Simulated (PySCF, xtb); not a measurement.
C3H9BFN, SMILES CCCB(N)F.

The structure is a stationary point at B3LYP-D3(BJ)/def2-SVP. The values are those of a single conformer.

Level of theory: IEF-PCM-B3LYP/def2-SVP in PySCF.

The values are the electrostatic part of the solvation free energy, E(continuum) − E(gas) at the gas-phase geometry, in a cavity of scaled van der Waals radii (PySCF's table); cavitation and dispersion terms are not included. In vacuum the orbital gap is 9.03 eV. The dipole moment in vacuum is 2.21 D.

```csv
solvent,ε,ΔG(elec) (kcal/mol),dipole (D),gap (eV)
water,78.36,-3.8,2.75,9.15
diethylether,4.24,-2.6,2.56,9.12
cyclohexanone,15.62,-3.5,2.70,9.14
```

For comparison, GFN2-xTB/ALPB(water) (xtb, at the GFN2-xTB geometry, all terms of that model) gives -4.8 kcal/mol.
